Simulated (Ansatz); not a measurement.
Consider the redistribution: `CS[SiH]` + `S[SiH2]Cl` → `CS[Si]Cl` + `[SiH3]S`.

Gas-phase electronic energies from Ansatz, PBE0-D4/def2-TZVP geometries. CCSD(T)/CBS adds triple-zeta CCSD(T) − MP2 to the extrapolated MP2 energy (def2 sets, frozen cores). This one scheme is used for every species. Functionals use def2-TZVPP. One conformer a species, not always the lowest.

```json
{"species": "`CS[SiH]`", "PBE-QIDH energy (Eh)": "-727.71999"}
{"species": "`S[SiH2]Cl`", "PBE-QIDH energy (Eh)": "-1149.13624"}
{"species": "`CS[Si]Cl`", "PBE-QIDH energy (Eh)": "-1187.17032"}
{"species": "`[SiH3]S`", "PBE-QIDH energy (Eh)": "-689.69311"}
```

(1) Work out ΔE.

Largest T1 diagnostic among the species: 0.016.

Answers

(1) ΔE = (-1187.17032) + (-689.69311) − (-727.71999) − (-1149.13624) = -0.00720 Eh = -18.9 kJ/mol. CCSD(T)/CBS gives -20.1 kJ/mol.

From BLYP to BHLYP (50 % exact exchange), in def2-TZVPP and without D4, ΔE moves by +6.7 kJ/mol. In def2-TZVPP, CCSD(T) changes the Hartree–Fock value by −4.6 kJ/mol (the triples alone add −2.0 kJ/mol) and MP2 by −5.9 kJ/mol.
